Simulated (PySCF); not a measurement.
Zn(NH2)(OSiH3) (H5NOSiZn), SMILES [Zn]([O][SiH3])[NH2].

The structure is a stationary point at PBE0-D3(BJ)/def2-SVP. The structure was generated by enumeration; whether it is a known compound was not checked. Other conformers were not sampled.

Two levels are set side by side: PBE/def2-TZVP (PySCF) and CAM-B3LYP/def2-TZVP (PySCF). Same geometry, gas phase. Differences are taken from unrounded values.

| quantity | PBE |
|---|---|
| orbital gap (eV) | 4.14 |
| highest occupied level (eV) | -5.97 |
| lowest empty level (eV) | -1.83 |
| dipole moment (D) | 2.33 |
| mean polarisability (bohr³) | 63.5 |

**Question.** These are the PBE values. What does CAM-B3LYP give? (Estimate from the structure and the level; the computed values follow.)

**Answer.** 
```csv
quantity,CAM-B3LYP,PBE minus CAM-B3LYP
orbital gap (eV),8.65,-4.51
highest occupied level (eV),-8.76,2.79
lowest empty level (eV),-0.12,-1.71
dipole moment (D),2.31,0.02
mean polarisability (bohr³),58.2,5.3
```

PBE's occupied levels lie high since its potential decays too fast outside the molecule; exact exchange lowers them and widens the gap. PBE's more diffuse valence density responds more strongly to a field. Differences between two approximate levels are no errors against the true value.

Rough cost on one machine, each run with all the roots and properties that it gave: CAM-B3LYP against PBE within a factor of 2.
